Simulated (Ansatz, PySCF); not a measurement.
Gas-phase reaction (SMILES): CCB(N)CC [[amino(ethyl)boranyl]ethane] + N (NH3) -> CCB(N)N [diaminoboranylethane] + CC (C2H6); ammonia cleaves one B-C bond, a model of a ligand-exchange step.

Each molecule is optimised on its own at B3LYP-D3(BJ)/def2-TZVP (Ansatz, a first-principles code), one conformer each, not searched for the lowest. Valence correlation only, unless marked. No spin-orbit coupling. Non-relativistic. CBS marks a two-point X^-3 extrapolation of the correlation energy; Hartree-Fock from the larger set. [CCSD(T)-MP2]/basis is that difference in the basis named. Thermal terms are rigid-rotor harmonic-oscillator values from B3LYP-D3(BJ) frequencies (Ansatz or PySCF) at 298.15 K and 1 atm. 1 Eh = 627.5095 kcal/mol.

```
species    E, RI-MP2/CBS(cc-pVTZ,cc-pVQZ)+[CCSD(T)-MP2]/cc-pVTZ (Ansatz) (Eh)  E, r2SCAN-D4/def2-TZVPD (Ansatz + dftd4) (Eh)  H - E (Eh)
---------  ------------------------------------------------------------------  ---------------------------------------------  ----------
CCB(N)CC                                                           -238.99813                                     -239.25166     0.17216
N (NH3)                                                             -56.50668                                      -56.54744     0.03799
CCB(N)N                                                            -215.82281                                     -216.03826     0.13139
CC (C2H6)                                                           -79.71807                                      -79.79874     0.07887
```

Problem. Work out ΔE and ΔH at 298.15 K at the first level, then ΔH at the second.

Solution. 
1. ΔE = [(-215.82281) + (-79.71807)] - [(-238.99813) + (-56.50668)] = -0.03607 Eh = -22.6 kcal/mol at RI-MP2/CBS(cc-pVTZ,cc-pVQZ)+[CCSD(T)-MP2]/cc-pVTZ.
2. The terms H - E add up to 0.00011 Eh, so ΔH = (-0.03607 + (0.00011))×627.5095 = -22.6 kcal/mol.
3. At r2SCAN-D4/def2-TZVPD the same steps give ΔE = -23.8 and ΔH = -23.7 kcal/mol, a shift of -1.1 from the first level.
4. These values are not checked against measurement here, since the tables used lack a sound gas-phase enthalpy of formation for at least one species.
